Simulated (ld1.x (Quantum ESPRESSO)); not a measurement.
# Before and after: RRKJ potential for Si

* Element: silicon
* Generator: ld1.x (Quantum ESPRESSO) 7.5
* Type: norm-conserving RRKJ (Kleinman–Bylander form)
* Functional: PBE
* Relativity: non-relativistic
* Frozen core: [Ne]
* Valence charge: 4
* Reference configuration: 3s2 3p1.5 (charge +0.5)
* Partial waves: 3s (bound): rc 1.55 bohr; 3p (bound): rc 2.30 bohr; 3d channel at 0.45 Ry: rc 1.95 bohr
* Local potential: all-electron potential smoothed inside 2.15 bohr (lloc = -1)
* Core correction: Bessel-smoothed model core, default radius (core density twice the valence density)
* rho0: 0.02

Change: core correction Bessel-smoothed model core inside 1.66 bohr.

Cutoffs: the cutoffs (Ry, on a coarse ladder) from which the occupation-weighted sum of valence levels, in a spherical-Bessel basis at the reference potential, stays within 10 and 1 mRy of its value at 400 Ry; they do not see the model core or the augmentation charge, which bear on the density cutoff. Errors are all-electron minus pseudo energies relative to the spin-unpolarised reference configuration.

Task: How do hardness, ghosts and transferability respond?

Result: The potential gets neither clearly harder nor softer (35 Ry and 55 Ry → 35 Ry and 55 Ry); of the 7 tests that both files solve, the error grows in 1 and shrinks in 2 by more than 15 % and 0.3 meV (median size 5.8 → 4.4 meV); neither file shows a bound ghost. The default core radius of the base comes out at 1.13 bohr. A wider model core is smoother and lowers the density cutoff, which this test does not measure.

```csv
quantity,base,changed
"cutoff, loose",35 Ry,35 Ry
"cutoff, tight",55 Ry,55 Ry
bound ghosts,none,none
"error for 3s2 3p2, meV [ΔE -2.93 eV]",+0.6,+0.5
"error for 3s2 3p1, meV [ΔE 4.82 eV]",+1.4,+1.3
"error for 3s2 3p0, meV [ΔE 20.83 eV]",+23,+24
"error for 3s0 3p4, meV [ΔE 10.74 eV]",-23,-17
"error for 3s2 3p2.3, meV [ΔE -3.86 eV]",+1.1,+1.0
"error for 3s1 3p3, meV [ΔE 3.83 eV]",-5.8,-4.4
"error for 3s1 3p0, meV [ΔE 54.73 eV]",+81,+127
s: phases at 2.50 bohr within 0.05 rad from the reference energy up to (Ry; the scan ends near 5),1.7,1.7
p: phases at 2.50 bohr within 0.05 rad from the reference energy up to (Ry; the scan ends near 5),2.9,2.9
d: phases at 2.50 bohr within 0.05 rad from the reference energy up to (Ry; the scan ends near 5),3.6,3.6
```
